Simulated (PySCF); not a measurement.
F$_{2}$Si, singlet, geometry from GFN2-xTB; DF-TPSS/6-311G** (PySCF).

Input for PySCF:
```python
from pyscf import gto, scf, dft

mol = gto.Mole()
mol.atom = '''
    Si   -0.03685565   -0.01764442    0.62704345
    F     1.00111955   -0.63280559   -0.44873539
    F    -0.94378855    0.66025247   -0.52666553
'''
mol.basis = '6-311g**'
mol.verbose = 4
mol.build()

mf = dft.RKS(mol)
mf.xc = 'tpss'
mf = mf.density_fit(auxbasis='def2-universal-jkfit')
mf.kernel()
```

**Question.** What does PySCF print? Leave out banner, timings and long lists.

**Answer.** 
```
PySCF version 2.14.0

[INPUT] verbose = 4
[INPUT] num. atoms = 3
[INPUT] num. electrons = 32
[INPUT] charge = 0
[INPUT] spin (= nelec alpha-beta = 2S) = 0
[INPUT] symmetry False subgroup None
[INPUT] Mole.unit = angstrom
[INPUT] Symbol           X                Y                Z      unit          X                Y                Z       unit  Magmom
[INPUT]  1 Si    -0.036855650000  -0.017644420000   0.627043450000 AA   -0.069647084643  -0.033343121427   1.184940388702 Bohr   0.0
[INPUT]  2 F      1.001119550000  -0.632805590000  -0.448735390000 AA    1.891841767448  -1.195829255194  -0.847986989500 Bohr   0.0
[INPUT]  3 F     -0.943788550000   0.660252470000  -0.526665530000 AA   -1.783501879000   1.247696341368  -0.995253610949 Bohr   0.0

nuclear repulsion = 100.836574975642
number of shells = 28
number of NR pGTOs = 107
number of NR cGTOs = 62
basis = 6-311g**
ecp = {}

******** <class 'pyscf.df.df_jk.DFRKS'> ********
method = DFRKS
initial guess = minao
damping factor = 0
level_shift factor = 0
DIIS = <class 'pyscf.scf.diis.CDIIS'>
diis_start_cycle = 1
diis_space = 8
diis_damp = 0
SCF conv_tol = 1e-09
SCF conv_tol_grad = None
SCF max_cycles = 50
direct_scf = False
XC library pyscf.dft.libxc version 7.1.2
    S. Lehtola, C. Steigemann, M. J. T. Oliveira, and M. A. L. Marques,  SoftwareX 7, 1–5 (2018)
XC functionals = tpss
    J. Tao, J. P. Perdew, V. N. Staroverov, and G. E. Scuseria,  Phys. Rev. Lett. 91, 146401 (2003)
    J. P. Perdew, J. Tao, V. N. Staroverov, and G. E. Scuseria,  J. Chem. Phys. 120, 6898 (2004)
    J. Tao, J. P. Perdew, V. N. Staroverov, and G. E. Scuseria,  Phys. Rev. Lett. 91, 146401 (2003)
    J. P. Perdew, J. Tao, V. N. Staroverov, and G. E. Scuseria,  J. Chem. Phys. 120, 6898 (2004)
radial grids:
    Treutler-Ahlrichs [JCP 102, 346 (1995); DOI:10.1063/1.469408] (M4) radial grids

becke partition: Becke, JCP 88, 2547 (1988); DOI:10.1063/1.454033
pruning grids: <function nwchem_prune>
grids dens level: 3
symmetrized grids: False
atomic radii adjust function: <function treutler_atomic_radii_adjust>
small_rho_cutoff = 0
Set gradient conv threshold to 3.16228e-05
Initial guess from minao.
tot grids = 47704
init E= -489.475409091267
  HOMO = -0.275651167147117  LUMO = -0.104351502960441  gap/eV = 4.66130
cycle= 1 E= -489.227007219602  delta_E= 0.248  |g|= 0.871  |ddm|= 1.45
  HOMO = -0.185696804487659  LUMO = -0.0892226764481592  gap/eV = 2.62519
cycle= 2 E= -488.537083572197  delta_E= 0.69  |g|= 2.19  |ddm|= 1.49
  HOMO = -0.265952195909605  LUMO = -0.104891961399034  gap/eV = 4.38267
cycle= 3 E= -489.3478126604  delta_E= -0.811  |g|= 0.0572  |ddm|= 1.12
  HOMO = -0.273625233484609  LUMO = -0.109485475920508  gap/eV = 4.46647
cycle= 4 E= -489.348690222307  delta_E= -0.000878  |g|= 0.0279  |ddm|= 0.116
  HOMO = -0.271344048026322  LUMO = -0.108217459477444  gap/eV = 4.43890
cycle= 5 E= -489.348863979122  delta_E= -0.000174  |g|= 0.00274  |ddm|= 0.0282
  HOMO = -0.271378634782153  LUMO = -0.108116247710072  gap/eV = 4.44260
cycle= 6 E= -489.34886530273  delta_E= -1.32e-06  |g|= 0.000348  |ddm|= 0.00214
  HOMO = -0.271429036690861  LUMO = -0.108162829576102  gap/eV = 4.44270
cycle= 7 E= -489.348865311715  delta_E= -8.98e-09  |g|= 0.000265  |ddm|= 0.000393
  HOMO = -0.271427931749244  LUMO = -0.108162994297345  gap/eV = 4.44267
cycle= 8 E= -489.348865322511  delta_E= -1.08e-08  |g|= 4.27e-05  |ddm|= 0.000143
  HOMO = -0.271422391298458  LUMO = -0.1081590802401  gap/eV = 4.44262
cycle= 9 E= -489.348865322796  delta_E= -2.85e-10  |g|= 5.89e-06  |ddm|= 3.65e-05
  HOMO = -0.271423221931386  LUMO = -0.108159591602487  gap/eV = 4.44263
Extra cycle  E= -489.348865322794  delta_E= 2.61e-12  |g|= 6.97e-06  |ddm|= 1.08e-05
converged SCF energy = -489.348865322794
```
